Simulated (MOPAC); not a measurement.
Input for MOPAC: PM3 on HIMg (SMILES [MgH][I]), a point of a bond scan (R = 1.682 Å).

```
PM3 1SCF PRECISE CHARGE=0 THREADS=1
HIMg

Mg    -0.00000000 1    -0.00000000 1    -2.02827611 1
H      0.00000000 1     0.00000000 1    -3.71070617 1
I      0.00000000 1     0.00000000 1     0.52924565 1
```

Program output:

```
*******************************************************************************
 **                                                                           **
 **                              MOPAC v23.2.5                                **
 **                                                                           **
 *******************************************************************************
 ** MOPAC's Digital Object Identifier: https://doi.org/10.5281/zenodo.6511958 **
 **                                                                           **
 ** Please cite the open-source release paper for use of this MOPAC version:  **
 ** J. E. Moussa and J. J. P. Stewart (2026)                                  **
 ** MOPAC: An open-source semiempirical molecular orbital program             **
 ** J. Open Source Softw., 11(119), 8025, https://doi.org/10.21105/joss.08025 **
 *******************************************************************************

                              PM3 CALCULATION RESULTS

 *******************************************************************************
 *  PM3        - The PM3 Hamiltonian to be used
 *
 *
 *
 *                 CHARGE ON SYSTEM = 0
 *
 *
 *
 *  PRECISE    - TIGHTER CRITERIA TO BE USED
 *  1SCF       - DO 1 SCF AND THEN STOP
 *  THREADS=1  - MULTI-THREADING NOT USED
 *  T=         - A TIME OF 172800.0 SECONDS REQUESTED
 *  DUMP=N     - RESTART FILE WRITTEN EVERY 7200.0 SECONDS REQUESTED
 *******************************************************************************
PM3 1SCF PRECISE CHARGE=0 THREADS=1
 HIMg

   ATOM   CHEMICAL          X               Y               Z
  NUMBER   SYMBOL      (ANGSTROMS)     (ANGSTROMS)     (ANGSTROMS)

     1      Mg         -0.00000000  *  -0.00000000  *  -2.02827611  *
     2       H          0.00000000  *   0.00000000  *  -3.71070617  *
     3       I          0.00000000  *   0.00000000  *   0.52924565  *



          CARTESIAN COORDINATES

    NO.       ATOM           X           Y           Z

     1        Mg         -0.0000     -0.0000     -2.0283
     2         H          0.0000      0.0000     -3.7107
     3         I          0.0000      0.0000      0.5292

  H: (PM3): J. J. P. STEWART, J. COMP. CHEM. 10, 209 (1989).
 Mg: (PM3): J. J. P. STEWART, J. COMP. CHEM. 12, 320-341 (1991).
  I: (PM3): J. J. P. STEWART, J. COMP. CHEM. 10, 209 (1989).

           Empirical Formula: H Mg I  =     3 atoms



      MOLECULAR POINT GROUP   :   C*v


      RHF CALCULATION, NO. OF DOUBLY OCCUPIED LEVELS = 5


 -------------------------------------------------------------------------------
 PM3 1SCF PRECISE CHARGE=0 THREADS=1
 HIMg



     1SCF WAS SPECIFIED, SO BFGS WAS NOT USED
     SCF FIELD WAS ACHIEVED


                              PM3 CALCULATION
                                                       MOPAC v23.2.5 Linux




          FINAL HEAT OF FORMATION =          5.04529 KCAL/MOL =      21.10949 KJ/MOL


          COSMO AREA              =         98.67 SQUARE ANGSTROMS
          COSMO VOLUME            =         82.02 CUBIC ANGSTROMS

          IONIZATION POTENTIAL    =          9.519821 EV
          HOMO LUMO ENERGIES (EV) =         -9.520 -1.970
          NO. OF FILLED LEVELS    =          5
          MOLECULAR WEIGHT        =        152.2174         POINT GROUP:  C*v

          MOLECULAR DIMENSIONS (Angstroms)

            Atom       Atom       Distance
            I     3    H     2     4.23995
            I     3    H     2     0.00000
           Mg     1    H     2     0.00000


          SCF CALCULATIONS        =          1





   ATOM   CHEMICAL          X               Y               Z
  NUMBER   SYMBOL      (ANGSTROMS)     (ANGSTROMS)     (ANGSTROMS)

     1      Mg         -0.00000000  *  -0.00000000  *  -2.02827611  *
     2       H          0.00000000  *   0.00000000  *  -3.71070617  *
     3       I          0.00000000  *   0.00000000  *   0.52924565  *

                             CARTESIAN COORDINATES

   1   Mg       -0.000000000    -0.000000000    -2.028276110
   2    H        0.000000000     0.000000000    -3.710706170
   3    I        0.000000000     0.000000000     0.529245650


           Empirical Formula: H Mg I  =     3 atoms



      MOLECULAR POINT GROUP   :   C*v


                  EIGENVALUES
 -14.30036 -13.80454 -13.80454 -11.70453  -9.51982  -1.96958  -1.73051  -1.73051
   0.38359


              NET ATOMIC CHARGES AND DIPOLE CONTRIBUTIONS

  ATOM NO.   TYPE          CHARGE      No. of ELECS.   s-Pop       p-Pop
    1         Mg           0.474079        1.5259     0.79415     0.73177
    2          H          -0.087673        1.0877     1.08767
    3          I          -0.386406        7.3864     1.45144     5.93496
 DIPOLE           X         Y         Z       TOTAL
 POINT-CHG.     0.000     0.000    -4.038     4.038
 HYBRID         0.000     0.000     0.767     0.767
 SUM            0.000     0.000    -3.271     3.271


          ATOMIC ORBITAL ELECTRON POPULATIONS

     Atom    s        px        py        pz
    1 Mg   0.79415   0.00398   0.00398   0.72381
    2  H   1.08767
    3  I   1.45144   1.99602   1.99602   1.94293

 **********************
 *                    *
 * JOB ENDED NORMALLY *
 *                    *
 **********************




 == MOPAC DONE ==
```

The run finished.

Cost: very roughly 0.010 core-seconds.
